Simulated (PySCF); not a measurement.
Isomers of C5H12O3SSi, mass 180.028 u with the commonest isotopes. Computed with PBE0/pcSseg-1 in PySCF (dipole) on a GFN2-xTB geometry, gas phase. One conformer each, none proved a minimum here; rigid rotors.

Question: Order these by rotational constant C, smallest first.
A. `[CH3:1][S:2][SiH2:3][O:4][C:5]([CH3:6])([CH3:7])[C:8](=[O:9])[OH:10]` with C1–S2–Si3–O4 -54°, S2–Si3–O4–C5 -177°, Si3–O4–C5–C6 119°, O4–C5–C8–O9 -1°, C5–C8–O10–H 180°
B. `[CH3:1][O:2][C@@H:3]1[C@H:4]([SiH3:5])[C@@H:6]1[S:7]([CH3:8])(=[O:9])=[O:10]` with C1–O2–C3–C4 -87°, C4–C6–S7–C8 -121°
C. `[CH3:1][C@@H:2]([C:3](=[O:4])[CH2:5][SiH3:6])[S:7]([CH3:8])(=[O:9])=[O:10]` with C1–C2–C3–O4 -162°, C2–C3–C5–Si6 178°, C1–C2–S7–C8 167°
D. `[CH3:1][S:2](=[O:3])(=[O:4])[CH2:5][O:6][SiH:7]1[CH2:8][CH2:9][CH2:10]1` with C1–S2–C5–O6 67°, S2–C5–O6–Si7 44°, C5–O6–Si7–C8 -105°, O6–Si7–C8–C9 -111°, Si7–C8–C9–C10 18°, C8–C9–C10–Si7 -19°, O6–Si7–C10–C9 138°

Answer: A (502.5 MHz), C (571.4 MHz), D (602.4 MHz), B (718.5 MHz).

Question: Order these by rotational constant A, largest first.
A. `[CH3:1][C@@H:2]([C:3](=[O:4])[CH2:5][SiH3:6])[S:7]([CH3:8])(=[O:9])=[O:10]` with C1–C2–C3–O4 -162°, C2–C3–C5–Si6 178°, C1–C2–S7–C8 167°
B. `[CH3:1][S:2](=[O:3])(=[O:4])[CH2:5][O:6][SiH:7]1[CH2:8][CH2:9][CH2:10]1` with C1–S2–C5–O6 67°, S2–C5–O6–Si7 44°, C5–O6–Si7–C8 -105°, O6–Si7–C8–C9 -111°, Si7–C8–C9–C10 18°, C8–C9–C10–Si7 -19°, O6–Si7–C10–C9 138°
C. `[CH3:1][O:2][C@@H:3]1[C@H:4]([SiH3:5])[C@@H:6]1[S:7]([CH3:8])(=[O:9])=[O:10]` with C1–O2–C3–C4 -87°, C4–C6–S7–C8 -121°
D. `[CH3:1][S:2][SiH2:3][O:4][C:5]([CH3:6])([CH3:7])[C:8](=[O:9])[OH:10]` with C1–S2–Si3–O4 -54°, S2–Si3–O4–C5 -177°, Si3–O4–C5–C6 119°, O4–C5–C8–O9 -1°, C5–C8–O10–H 180°

Answer: B (2269 MHz), D (1902 MHz), A (1793 MHz), C (1405 MHz).

Question: Order these by rotational constant B, largest first.
A. `[CH3:1][S:2][SiH2:3][O:4][C:5]([CH3:6])([CH3:7])[C:8](=[O:9])[OH:10]` with C1–S2–Si3–O4 -54°, S2–Si3–O4–C5 -177°, Si3–O4–C5–C6 119°, O4–C5–C8–O9 -1°, C5–C8–O10–H 180°
B. `[CH3:1][C@@H:2]([C:3](=[O:4])[CH2:5][SiH3:6])[S:7]([CH3:8])(=[O:9])=[O:10]` with C1–C2–C3–O4 -162°, C2–C3–C5–Si6 178°, C1–C2–S7–C8 167°
C. `[CH3:1][S:2](=[O:3])(=[O:4])[CH2:5][O:6][SiH:7]1[CH2:8][CH2:9][CH2:10]1` with C1–S2–C5–O6 67°, S2–C5–O6–Si7 44°, C5–O6–Si7–C8 -105°, O6–Si7–C8–C9 -111°, Si7–C8–C9–C10 18°, C8–C9–C10–Si7 -19°, O6–Si7–C10–C9 138°
D. `[CH3:1][O:2][C@@H:3]1[C@H:4]([SiH3:5])[C@@H:6]1[S:7]([CH3:8])(=[O:9])=[O:10]` with C1–O2–C3–C4 -87°, C4–C6–S7–C8 -121°

Answer: D (902.2 MHz), C (654.5 MHz), B (623.7 MHz), A (564.5 MHz).

```tsv
SMILES	point group	Ia (u·Å²)	Ib (u·Å²)	Ic (u·Å²)	κ	μa (D)	μb (D)	μc (D)
CS[SiH2]OC(C)(C)C(=O)O	C1	265.78	895.22	1005.82	-0.91	5.08	1.59	1.10
CO[C@@H]1[C@H]([SiH3])[C@@H]1S(C)(=O)=O	C1	359.71	560.13	703.40	-0.46	2.68	4.31	1.49
C[C@@H](C(=O)C[SiH3])S(C)(=O)=O	C1	281.80	810.32	884.48	-0.91	0.60	0.90	2.10
CS(=O)(=O)CO[SiH]1CCC1	C1	222.78	772.13	838.93	-0.94	0.78	0.29	3.14
```
